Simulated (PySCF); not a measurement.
2-methoxybut-1-en-3-yne (C₅H₆O), SMILES O(C)C(=C)C#C. Heavy atoms are numbered as in [CH:1]#[C:2][C:3](=[CH2:4])[O:5][CH3:6]. Hydrogens are named by the atom that carries them.

Geometry optimised at B3LYP-D3(BJ)/def2-SVP. One conformer was computed; it need not be the lowest.

These are PySCF with PBE/pcSseg-1 values and carry that method's errors.

GIAO shieldings, no solvent; atoms alike by connectivity are averaged. δ = σ(ref) − σ: ¹³C against TMS (σ = 182.0 ppm); ¹⁷O against H2O (σ = 334.3 ppm); ¹H against TMS (σ = 31.49 ppm), references at their B3LYP-D3(BJ)/def2-TZVP geometries, non-relativistic.

Estimate the chemical shifts. (An estimate is asked for; the answer gives what the named calculation found.)


```csv
nucleus,atoms,count,δ (ppm)
¹³C,C3,1,150.9
¹³C,C4 (CH2),1,105.8
¹³C,C1 (CH),1,88.3
¹³C,C2,1,83.0
¹³C,C6 (CH3),1,60.0
¹⁷O,O5,1,121.2
¹H,H on C4,2,5.22
¹H,H on C6,3,4.01
¹H,H on C1,1,3.26
```
